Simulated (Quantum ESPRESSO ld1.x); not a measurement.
The numbers below are computed, except where a source is named.
Question: Radial electron density D(r) = 4 pi r^2 rho(r) of an atom or ion with 3 electrons. Code: ld1.x of Quantum ESPRESSO 7.5. Model: non-relativistic Kohn-Sham, LDA (Slater exchange, Perdew-Zunger correlation), spin-polarised, spherical densities, point nucleus, Latter tail correction.

```
   r/bohr * D(r) (the largest magnitude, 2.77, reaches the edge; | marks zero)
  0.02304 | *
  0.02556 | *
  0.02836 | *
  0.03173 |  *
   0.0352 |  *
  0.03906 |   *
  0.04369 |    *
  0.04848 |     *
  0.05379 |      *
  0.05969 |       *
  0.06676 |         *
  0.07408 |           *
   0.0822 |             *
  0.09194 |                *
    0.102 |                  *
   0.1132 |                     *
   0.1256 |                        *
   0.1405 |                            *
   0.1559 |                                *
    0.173 |                                   *
   0.1935 |                                       *
   0.2147 |                                           *
   0.2382 |                                               *
   0.2643 |                                                 *
   0.2956 |                                                    *
    0.328 |                                                     *
    0.364 |                                                      *
   0.4071 |                                                     *
   0.4518 |                                                    *
   0.5013 |                                                 *
   0.5562 |                                             *
   0.6221 |                                        *
   0.6903 |                                  *
    0.766 |                            *
   0.8567 |                      *
   0.9506 |                 *
    1.055 |             *
     1.17 |         *
    1.309 |      *
    1.453 |    *
    1.612 |   *
    1.803 |   *
        2 |   *
     2.22 |   *
    2.463 |    *
    2.755 |    *
    3.057 |    *
    3.392 |    *
    3.794 |    *
     4.21 |   *
    4.671 |   *
    5.183 |  *
    5.797 | *
    6.433 |*
    7.138 |*
    7.984 *
    8.859 *
    9.829 *
    10.91 *
     12.2 *
    13.54 *
```

What is the nuclear charge?

Answer: Z = 3. The innermost maximum, from 1s, lies near 1/Z = 0.333 bohr (found: 0.364), and its height grows with Z. The density is that of neutral lithium in [He] 2s1; the configuration itself is not fixed sharply by these data. D(r) has 2 maxima, at r = 0.364, 3.11 bohr, and minima at 1.82 bohr, inside which lie 2.05 electrons.
